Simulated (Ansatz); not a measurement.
Program: Ansatz. Geometries: PBE0-D4/def2-TZVP. ΔE: electronic, gas phase. CCSD(T)/CBS adds triple-zeta CCSD(T) − MP2 to the extrapolated MP2 energy (def2 sets, frozen cores). Functionals use def2-TZVPP. B3LYP here is the variant with VWN-RPA as its local correlation; programs differ in this. Elements past krypton have def2 core potentials. For Sn outer-core shells are correlated without core-valence functions, which leaves a few kJ/mol of doubt a bond. Each species was taken in one conformer, which may not be the lowest.

Consider the substitution at a C–C bond: `CCCSC` + `[OH][Sn]([OH])([F])[Cl]` → `C[O][Sn]([OH])([F])[Cl]` + `CCSC`.

`CCCSC`:

```xyz
15

C     0.433   -1.455    1.269
C     0.912   -0.657    0.071
C    -0.145   -0.483   -1.010
S    -1.615    0.448   -0.526
C    -0.916    2.094   -0.358
H     0.134   -2.465    0.973
H     1.218   -1.547    2.023
H    -0.433   -0.978    1.734
H     1.776   -1.153   -0.385
H     1.269    0.326    0.394
H     0.282   -0.009   -1.898
H    -0.530   -1.459   -1.321
H    -0.436    2.412   -1.286
H    -1.746    2.769   -0.146
H    -0.203    2.157    0.465
```

`[OH][Sn]([OH])([F])[Cl]`:

```xyz
7

O     0.176    0.425    1.579
Sn   -0.258   -0.204   -0.198
O     0.537    0.983   -1.491
F     0.479   -1.953   -0.339
Cl   -2.488   -0.399   -0.633
H     0.245   -0.287    2.223
H     1.310    1.436   -1.140
```

`C[O][Sn]([OH])([F])[Cl]`:

Z-matrix (Å, degrees):
```
C
O 1 1.418
H 1 1.095 2 111.9
H 1 1.095 2 112.0 3 122.6
H 1 1.092 2 107.1 3 -118.8
Sn 2 1.931 1 121.6 3 -62.5
F 6 1.903 2 108.1 1 59.4
O 6 1.927 2 108.3 1 178.1
Cl 6 2.286 2 113.7 1 -57.7
H 8 0.962 6 112.0 2 -15.6
```

`CCSC`:

Z-matrix (Å, degrees):
```
C
C 1 1.516
H 1 1.092 2 111.5
H 1 1.094 2 110.5 3 119.5
H 1 1.091 2 110.8 3 -120.3
S 2 1.805 1 114.8 3 62.9
H 2 1.094 1 111.2 3 -60.8
H 2 1.093 1 110.6 3 -179.4
C 6 1.797 2 100.6 1 -68.9
H 9 1.092 6 111.0 2 -57.6
H 9 1.090 6 106.8 2 -175.7
H 9 1.091 6 112.1 2 65.7
```

```
         level  ΔE (kJ/mol)  difference from CCSD(T)/CBS
       PBE0-D4         58.3                         -0.3
       ωB97X-V         54.6                         -4.0
        B2PLYP         53.6                         -5.0
           PBE         54.0                         -4.6
          PBE0         57.1                         -1.5
         B3LYP         49.1                         -9.5
MP2/def2-TZVPP         63.4                          4.8
 HF/def2-QZVPP         45.6                        -13.0
MP2/def2-QZVPP         63.7                          5.1
 MP2/CBS(def2)         64.3                          5.7
   CCSD(T)/CBS         58.6                            0
```

Largest T1 diagnostic among the species: 0.014.

From PBE to PBE0 (25 % exact exchange), in def2-TZVPP and without D4, ΔE moves by +3.0 kJ/mol. In def2-TZVPP, CCSD(T) changes the Hartree–Fock value by +11.4 kJ/mol (the triples alone add +0.6 kJ/mol) and MP2 by +17.1 kJ/mol.
